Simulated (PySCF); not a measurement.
# Magnetisability: `CO[C@@H]1C[C@H](N)C[C@@H]1F`, C6H12FNO

Geometry:
| atom | x (Å) | y (Å) | z (Å) |
| --- | --- | --- | --- |
| C1 | 2.526 | 0.676 | -0.488 |
| O2 | 1.160 | 0.435 | -0.726 |
| C3 | 0.650 | -0.745 | -0.146 |
| C4 | -0.668 | -1.090 | -0.841 |
| C5 | -1.692 | -0.108 | -0.242 |
| N6 | -1.843 | 1.014 | -1.143 |
| C7 | -1.127 | 0.257 | 1.160 |
| C8 | 0.161 | -0.549 | 1.303 |
| F9 | 1.080 | 0.087 | 2.108 |
| H10 | 3.136 | -0.173 | -0.821 |
| H11 | 2.781 | 1.556 | -1.076 |
| H12 | 2.733 | 0.870 | 0.567 |
| H13 | 1.395 | -1.550 | -0.217 |
| H14 | -0.597 | -0.949 | -1.917 |
| H15 | -0.941 | -2.122 | -0.627 |
| H16 | -2.675 | -0.581 | -0.147 |
| H17 | -0.930 | 1.423 | -1.318 |
| H18 | -2.442 | 1.725 | -0.737 |
| H19 | -1.829 | 0.047 | 1.966 |
| H20 | -0.872 | 1.318 | 1.193 |
| H21 | -0.015 | -1.527 | 1.767 |

Computed, not measured: GIAO B3LYP/pcSseg-1 magnetisability, rotational g tensor and spin-rotation constants, non-relativistic, gas phase in PySCF 2.14.0. Geometry: GFN2-xTB.

How diamagnetic is it, and how anisotropic?

Isotropic -1394 × 10⁻³⁰ J/T², or -83.9 × 10⁻⁶ cm³/mol; principal values -1491, -1393, -1297 × 10⁻³⁰ J/T², anisotropy 168 × 10⁻³⁰ J/T² (root of half the summed squared differences of the principal values). The susceptibility is in cgs units.

Split it along the inertial axes a, b, c into diamagnetic and paramagnetic parts about the centre of mass, with the quadrupole moment.


| axis | χ (10⁻⁶ cm³/mol) | diamagnetic (10⁻⁶ cm³/mol) | paramagnetic (10⁻⁶ cm³/mol) | summed x² of all electrons (Å²) | quadrupole Θ (D Å) |
| --- | --- | --- | --- | --- | --- |
| a | -88.6 | -672.2 | 583.6 | 174.3 | -3.09 |
| b | -81.1 | -966.3 | 885.2 | 105.0 | -3.02 |
| c | -82.1 | -1185.1 | 1103.0 | 53.4 | +6.11 |

Anisotropies 2χaa − χbb − χcc = -13.9 and 2χbb − χaa − χcc = +8.6 × 10⁻⁶ cm³/mol. Θ is traceless in Buckingham's convention.

And the rotational g tensor?


```csv
axis,rotational constant (GHz),g,nuclear part,electronic part
a,2.1853,-0.0081,0.5911,-0.5992
b,1.4375,-0.0104,0.5874,-0.5978
c,1.1201,-0.0104,0.5700,-0.5804
```
Asymmetric top; isotopes 12C, 19F, 1H, 14N, 16O; no vibrational averaging.
